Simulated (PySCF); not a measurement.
# Cr⁺: excitation energy

Cr⁺ [Ar] 3d5 (6S) → Cr⁺ [Ar] 3d4 4s1 (6D), as a difference of total energies. Calculation: PySCF 2.14, in aug-cc-pwCVTZ-DK; the spin-free X2C one-electron Hamiltonian (Gaussian nucleus). Correlated levels: valence: [Ar] frozen; valence and next inner shell: [Ne] frozen; nothing frozen. The calculations carry no spin-orbit coupling.

```
                                method  excitation energy (eV)
                                   UHF                   0.757
                                   LDA                   1.765
                                   PBE                   1.614
                                  PBE0                   1.545
                                r2SCAN                   1.452
                                M06-2X                   1.411
                                  TPSS                   1.576
                               LC-wPBE                   1.827
                         MP2 (valence)                   1.396
                     SCS-MP2 (valence)                   0.970
    MP2 (valence and next inner shell)                   1.762
SCS-MP2 (valence and next inner shell)                   1.322
                   MP2 (all electrons)                   1.777
               SCS-MP2 (all electrons)                   1.332
```

Errors of the correlated levels include the incompleteness of this basis and the frozen core.

**Question.** Which method comes closest to the reference value, and which is furthest?

**Answer.** The reference is 1.522 eV (measured; NIST levels, between the centres of gravity of the two terms). Closest: PBE0 (error 0.023 eV); furthest: UHF (error -0.765 eV).
